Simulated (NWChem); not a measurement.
Molecule: SiH₃Cl; SMILES Cl[SiH3]

```xyz
5

Si     0.0000     0.0000    -0.9600
Cl     0.0000     0.0000     1.1078
H     -0.7872    -1.1686    -1.4420
H      1.4056    -0.0975    -1.4420
H     -0.6184     1.2661    -1.4420
```
Atoms are numbered in this order, from 1.

Coordinates come from a PBE0/def2-SVP optimisation.

Task: List the 4 lowest vertical singlet excitations from PBE/def2-SVPD, TDA (NWChem).

Result: 
```tsv
state	energy (eV)	oscillator strength	leading excitation (squared amplitude)
S1	6.68	0.011	HOMO → LUMO (0.89)
S2	6.68	0.011	HOMO−1 → LUMO (0.89)
S3	7.55	0.006	HOMO → LUMO+1 (0.82)
S4	7.55	0.006	HOMO−1 → LUMO+1 (0.82)
```
